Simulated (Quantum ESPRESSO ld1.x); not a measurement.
Results of a calculation; reference values are marked as such.
Ar3+, configuration [Ne] 3s2 3p3 (the NIST ground configuration). Level of theory: Dirac Kohn-Sham, LDA (Slater exchange, Gunnarsson-Lundqvist correlation), spin-unpolarised, spherical densities, point nucleus; open shells are shared between the two j in proportion to 2j + 1 (ld1.x of Quantum ESPRESSO 7.5).

Unscreened Slater integrals over Kohn-Sham orbitals (hartree). Large and small components are both included. Empty in this configuration: 3d3/2.

\begin{tabular}{lr}
integral & value \\ \hline
F0(3p3/2,3p3/2) & 0.64637 \\
F2(3p3/2,3p3/2) & 0.32797 \\
F0(3p3/2,3p1/2) & 0.64771 \\
G2(3p3/2,3p1/2) & 0.32854 \\
F0(3p3/2,3s1/2) & 0.67035 \\
G1(3p3/2,3s1/2) & 0.44753 \\
F0(3p3/2,2p3/2) & 0.87580 \\
F2(3p3/2,2p3/2) & 0.16610 \\
G0(3p3/2,2p3/2) & 0.067559 \\
G2(3p3/2,2p3/2) & 0.068642 \\
F0(3p3/2,3d3/2) & 0.59103 \\
F2(3p3/2,3d3/2) & 0.28905 \\
G1(3p3/2,3d3/2) & 0.36209 \\
G3(3p3/2,3d3/2) & 0.22055 \\
F0(3p1/2,3p1/2) & 0.64905 \\
F0(3p1/2,3s1/2) & 0.67185 \\
G1(3p1/2,3s1/2) & 0.44869 \\
F0(3p1/2,2p3/2) & 0.87911 \\
G2(3p1/2,2p3/2) & 0.068658 \\
F0(3p1/2,3d3/2) & 0.59209 \\
G1(3p1/2,3d3/2) & 0.36270 \\
F0(3s1/2,3s1/2) & 0.69751 \\
F0(3s1/2,2p3/2) & 0.92500 \\
G1(3s1/2,2p3/2) & 0.075445 \\
F0(3s1/2,3d3/2) & 0.61052 \\
G2(3s1/2,3d3/2) & 0.27680 \\
F0(2p3/2,2p3/2) & 2.4309 \\
F2(2p3/2,2p3/2) & 1.1307 \\
F0(2p3/2,3d3/2) & 0.74235 \\
F2(2p3/2,3d3/2) & 0.11986 \\
G1(2p3/2,3d3/2) & 0.077876 \\
G3(2p3/2,3d3/2) & 0.043888 \\
F0(3d3/2,3d3/2) & 0.54845 \\
F2(3d3/2,3d3/2) & 0.26682 \\
\end{tabular}
